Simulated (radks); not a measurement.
Question: The mean radii <r> (bohr) of the occupied orbitals of an atom or ion are listed with their occupations. Method: scalar-relativistic Kohn-Sham, PBE, spin-polarised, spherical densities, finite nucleus; Fermi nuclear charge, rms radius of each element as measured or else 0.836 A^(1/3) + 0.57 fm; computed with a radial shooting solver on a logarithmic mesh with Libxc functionals.

orbital  occ.      <r>
1s          2  0.01687
2s          2  0.07114
2p          6  0.06424
3s          2   0.1839
3p          6   0.1851
3d         10   0.1677
4s          2   0.4071
4p          6   0.4335
4d         10   0.4584
5s          2   0.9277
4f         14   0.4987
5p          6    1.074
5d         10    1.575

Name the element and its charge. Open shells, if any, are filled with parallel spins first.

Answer: Z = 79, gold, charge +1: Au+ in [Xe] 4f14 5d10. The 1s radius gives Z: for a bare nucleus <r> = (2 gamma + 1)/(2Z) with gamma = sqrt(1 - (Z/c)^2), 0.01667 bohr for Z = 79, and screening makes it slightly larger (0.01687 here). The occupations add up to 78, and the charge is Z minus that.
